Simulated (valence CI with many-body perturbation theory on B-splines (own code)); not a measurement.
E1 transitions of Ru XIII

Computed by relativistic CI+MBPT: four valence electrons over a frozen Dirac-Fock core [Ar] 3d10, a basis of 11 s, 11 p, 9 d, 7 f, 5 g, 2 h, 1 i functions for each j, with the one-electron correlation potential Σ1, the two-electron term Σ2, the three-electron term Σ3, Breit, model QED; selected CI, second order for the rest, scaled by the run's own slope (own B-spline code, finite nucleus).

No measured spectrum was set against this ion. As an estimate, levels hold to about 250 cm⁻¹ or 0.2 % of their energy and the worst to 1 %, as in measured heavy ions of charge 2 to 7; those with d or f electrons hold less well.

Lines 1 to 50 of 234 in falling wavelength, among levels below 820590 cm⁻¹, chosen from the strongest by gf and those to the six lowest levels. Wavelengths and rates use the calculated energies, so an error of 800 cm⁻¹ moves a line at 596.0 Å by 0.48 % and its rate by three times that or more. Electric multipoles are in the length gauge, E1 and E2 with the static RPA response of the core. Weak lines are less certain than strong ones. Lines between different terms over intervals too small for the method are left out, as are lines whose strength nearly cancels. The highest levels of a list are the least certain.

Names give the largest LS component (configuration and term), which can be under half, so a name can repeat, a term be missing and a line seem to break the LS rules; names also repeat where a configuration has a term twice. Letters in brackets count levels of one name in rising energy.

| λ vac (Å) | Upper | Lower | A (s⁻¹) | S (a.u.) with core polarisation | S without |
| --- | --- | --- | --- | --- | --- |
| 596.0 | 4s 4p3 5S°_2 | 4s2 4p2 1D_2 | 9.00e+06 | 4.70e-03 | 5.20e-03 |
| 530.9 | 4s 4p3 3D°_1 | 4s2 4p2 1S_0 | 2.04e+07 | 4.51e-03 | 5.01e-03 |
| 489.2 | 4s 4p3 5S°_2 | 4s2 4p2 3P_2 | 1.02e+08 | 2.95e-02 | 3.26e-02 |
| 486.3 | 4p4 1D_2 | 4s 4p3 1P°_1 | 1.26e+09 | 3.57e-01 | 3.97e-01 |
| 482.2 | 4p4 3P_2 | 4s 4p3 3S°_1 | 1.37e+09 | 3.80e-01 | 4.22e-01 |
| 476.6 | 4s 4p2 4d 3F_4 [a] | 4s2 4p 4d 3D°_3 | 3.15e+08 | 1.51e-01 | 1.68e-01 |
| 463.3 | 4s 4p3 5S°_2 | 4s2 4p2 3P_1 | 1.24e+08 | 3.04e-02 | 3.36e-02 |
| 463.3 | 4s 4p2 4d 1G_4 | 4s2 4p 4d 1F°_3 | 9.32e+08 | 4.12e-01 | 4.56e-01 |
| 451.3 | 4s 4p3 3D°_1 | 4s2 4p2 1D_2 | 1.72e+08 | 2.34e-02 | 2.58e-02 |
| 446.4 | 4s 4p3 3D°_2 | 4s2 4p2 1D_2 | 4.12e+07 | 9.04e-03 | 1.01e-02 |
| 428.4 | 4s 4p3 3P°_1 | 4s2 4p2 1S_0 | 1.75e+08 | 2.04e-02 | 2.25e-02 |
| 428.4 | 4p4 3P_0 | 4s 4p3 3S°_1 | 4.66e+09 | 1.81e-01 | 2.00e-01 |
| 426.5 | 4s 4p3 3D°_3 | 4s2 4p2 1D_2 | 8.54e+08 | 2.29e-01 | 2.54e-01 |
| 417.7 | 4p4 3P_1 | 4s 4p3 3S°_1 | 2.54e+09 | 2.74e-01 | 3.04e-01 |
| 394.6 | 4p4 3P_2 | 4s 4p3 3P°_2 | 1.65e+09 | 2.50e-01 | 2.78e-01 |
| 391.8 | 4s 4p2 4d 3F_3 [a] | 4s2 4p 4d 3F°_3 | 6.98e+08 | 1.45e-01 | 1.61e-01 |
| 389.0 | 4p4 1D_2 | 4s 4p3 1D°_2 | 7.14e+09 | 1.04e+00 | 1.15e+00 |
| 387.5 | 4s 4p2 4d 3D_2 [b] | 4s2 4p 4d 3D°_2 | 9.29e+08 | 1.33e-01 | 1.48e-01 |
| 387.2 | 4s 4p3 3D°_1 | 4s2 4p2 3P_2 | 2.32e+08 | 1.99e-02 | 2.20e-02 |
| 383.6 | 4s 4p3 3D°_2 | 4s2 4p2 3P_2 | 3.22e+07 | 4.48e-03 | 4.95e-03 |
| 375.0 | 4s 4p3 3P°_1 | 4s2 4p2 1D_2 | 4.16e+07 | 3.25e-03 | 3.60e-03 |
| 372.8 | 4p4 1S_0 | 4s 4p3 1P°_1 | 1.36e+10 | 3.47e-01 | 3.84e-01 |
| 371.6 | 4s 4p2 4d 3F_3 [b] | 4s2 4p 4d 3D°_3 | 9.15e+08 | 1.62e-01 | 1.79e-01 |
| 370.9 | 4s 4p3 3D°_1 | 4s2 4p2 3P_1 | 1.07e+08 | 8.09e-03 | 8.98e-03 |
| 369.2 | 4s 4p3 3P°_2 | 4s2 4p2 1D_2 | 5.41e+07 | 6.73e-03 | 7.43e-03 |
| 368.8 | 4s 4p3 3D°_3 | 4s2 4p2 3P_2 | 2.06e+09 | 3.57e-01 | 3.95e-01 |
| 367.6 | 4s 4p3 3D°_2 | 4s2 4p2 3P_1 | 3.56e+09 | 4.37e-01 | 4.83e-01 |
| 366.0 | 4s 4p2 4d 3D_2 [c] | 4s2 4p 4d 3P°_1 | 1.06e+09 | 1.28e-01 | 1.43e-01 |
| 360.1 | 4s 4p2 4d 3F_3 [c] | 4s2 4p 4d 3D°_2 | 7.20e+08 | 1.16e-01 | 1.30e-01 |
| 356.5 | 4s 4p2 4d 3G_5 | 4s2 4p 4d 3F°_4 | 4.46e+09 | 1.10e+00 | 1.22e+00 |
| 354.7 | 4s 4p2 4d 3F_2 [b] | 4s2 4p 4d 3P°_1 | 1.34e+09 | 1.47e-01 | 1.64e-01 |
| 352.6 | 4s 4p3 3S°_1 | 4s2 4p2 1S_0 | 9.57e+08 | 6.21e-02 | 6.88e-02 |
| 352.5 | 4p4 3P_0 | 4s 4p3 3P°_1 | 6.50e+09 | 1.40e-01 | 1.56e-01 |
| 350.3 | 4p4 3P_1 | 4s 4p3 3P°_2 | 4.79e+09 | 3.05e-01 | 3.38e-01 |
| 349.6 | 4s 4p2 4d 3D_3 [a] | 4s2 4p 4d 3P°_2 | 2.56e+09 | 3.78e-01 | 4.20e-01 |
| 348.9 | 4s 4p2 4d 3D_3 [c] | 4s2 4p 4d 3D°_2 | 2.44e+09 | 3.59e-01 | 3.99e-01 |
| 347.8 | 4s 4p2 4d 3F_4 [b] | 4s2 4p 4d 3D°_3 | 1.30e+09 | 2.44e-01 | 2.72e-01 |
| 345.0 | 4p4 3P_2 | 4s 4p3 3D°_3 | 8.72e+09 | 8.84e-01 | 9.76e-01 |
| 344.1 | 4s 4p2 4d 3S_1 | 4s2 4p 4d 3P°_1 | 2.00e+09 | 1.20e-01 | 1.33e-01 |
| 342.5 | 4s 4p2 4d 1G_4 | 4s2 4p 4d 3F°_4 | 1.68e+09 | 2.99e-01 | 3.31e-01 |
| 341.2 | 4p4 1D_2 | 4s 4p3 3P°_2 | 1.32e+09 | 1.29e-01 | 1.43e-01 |
| 341.0 | 4s 4p2 4d 3F_3 [c] | 4s2 4p 4d 1D°_2 | 3.31e+09 | 4.54e-01 | 5.06e-01 |
| 340.7 | 4s 4p2 4d 3D_3 [b] | 4s2 4p 4d 3P°_2 | 3.16e+09 | 4.32e-01 | 4.81e-01 |
| 338.3 | 4s 4p2 4d 3G_4 | 4s2 4p 4d 3F°_3 | 5.35e+09 | 9.20e-01 | 1.02e+00 |
| 338.3 | 4s 4p3 3D°_1 | 4s2 4p2 3P_0 | 5.02e+09 | 2.88e-01 | 3.17e-01 |
| 333.0 | 4p4 3P_2 | 4s 4p3 3D°_2 | 3.98e+09 | 3.63e-01 | 4.01e-01 |
| 331.0 | 4s 4p2 4d 3D_3 [c] | 4s2 4p 4d 1D°_2 | 1.12e+09 | 1.41e-01 | 1.56e-01 |
| 330.7 | 4s 4p2 4d 3P_0 [b] | 4s2 4p 4d 3D°_1 | 5.90e+09 | 1.05e-01 | 1.16e-01 |
| 329.8 | 4s 4p2 4d 3G_3 | 4s2 4p 4d 3F°_2 | 5.98e+09 | 7.42e-01 | 8.25e-01 |
| 329.7 | 4s 4p3 3P°_1 | 4s2 4p2 3P_2 | 6.42e+08 | 3.41e-02 | 3.76e-02 |
